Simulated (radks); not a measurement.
Values are calculated unless marked as measured or tabulated.
Question: These are the eigenvalues of the occupied orbitals of an atom or ion with whole-number occupations (Ry). Level of theory: scalar-relativistic Kohn-Sham, PBE, spin-unpolarised, spherical densities, finite nucleus; Fermi nuclear charge, rms radius of each element as measured or else 0.836 A^(1/3) + 0.57 fm (a radial shooting solver on a logarithmic mesh with Libxc functionals).

| orbital | eigenvalue |
|---|---|
| 1s | -3430.815 |
| 2s | -561.0205 |
| 2p | -500.5353 |
| 3s | -123.2652 |
| 3p | -104.3525 |
| 3d | -78.74021 |
| 4s | -24.85059 |
| 4p | -18.63557 |
| 4d | -9.91399 |
| 5s | -3.63244 |
| 5p | -2.15912 |
| 4f | -0.62963 |
| 6s | -0.61878 |

Which element is it, and in what charge state? The configuration may be excited.

Answer: Z = 62, samarium, charge +1: Sm+ in [Xe] 4f6 6s1. The list shows which subshells hold electrons but not how many an open one holds; the 1s level, -1715.4 hartree, gives Z - s = 58.6 by -(Z - s)^2/2, which with screening and relativity narrows Z to a few neighbours, and the depths of the outer levels then fix element, charge and occupations together.
